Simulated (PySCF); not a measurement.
C2H3BCl2.
Bonds: C1–C2 (double), C2–B3, B3–Cl4, B3–Cl5. Hydrogens: H6, H7 on C1; H8 on C2.

Theory: PBE0-D3(BJ)/def2-SVP geometry optimisation, gas phase in PySCF.

(1) What internal coordinates does the optimisation give?

Results:

(1) 
```
          bond  length (pm)   order
         C1=C2        134.2  double
         C2–B3        154.3  single
B3–Cl4, B3–Cl5        175.6  single
         C1–H6        109.5  single
         C1–H7        109.5  single
         C2–H8        109.6  single
```

Bonds in one row agree within 1 pm and their mean is given. Orders are formal, as drawn. A selection of angles:
```
     angle  degrees
  C2–C1–H6    122.3
  C2–C1–H7    120.9
  H6–C1–H7    116.8
  C1–C2–B3    123.1
  C1–C2–H8    118.8
  B3–C2–H8    118.2
 C2–B3–Cl4    120.4
 C2–B3–Cl5    121.7
Cl4–B3–Cl5    118.0
```

Dihedral angles: C1–C2–B3–Cl4 180° (antiperiplanar).

Of the pairs four or more bonds apart, Cl5···H7 is among the closest relative to their van der Waals radii: 2.79 Å, 94 % of the sum of Bondi's values. The 5 heavy atoms lie in one plane (0.001 Å rms). B3 (three-coordinate boron) is planar (angles 121.7°, 120.4° and 118.0°, sum 360.0°, 0.00 Å off the plane of its three neighbours).

Point group: Cs (tolerance 0.08 Å). Whether it is a minimum is left open (no frequencies).

Hardware: one thread of an Arm Neoverse V2 (shared host). Cost: 13 s wall. These figures are those of the optimisation.
